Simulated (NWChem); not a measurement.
Molecule: C4H6Si; SMILES C#C/C=C/[SiH3]

Q: Give the equilibrium geometry at B3LYP/6-31G* (spherical d) (NWChem) as a list of bonds and angles, with the point group.

A: point group Cs; any orientation.
Bonds (Å): C1–C2 1.211, C1–H6 1.066, C2–C3 1.424, C3–C4 1.351, C3–H7 1.091, C4–Si5 1.869, C4–H8 1.091, Si5–H9 1.488, Si5–H10 1.489, Si5–H11 1.489. Angles (°): C2–C1–H6 179.0, C1–C2–C3 178.4, C2–C3–C4 124.6, C2–C3–H7 115.6, C4–C3–H7 119.8, C3–C4–Si5 123.3, C3–C4–H8 117.4, Si5–C4–H8 119.3, C4–Si5–H9 108.9, C4–Si5–H10 111.0, C4–Si5–H11 111.0, H9–Si5–H10 109.1, H9–Si5–H11 109.1, H10–Si5–H11 107.5.
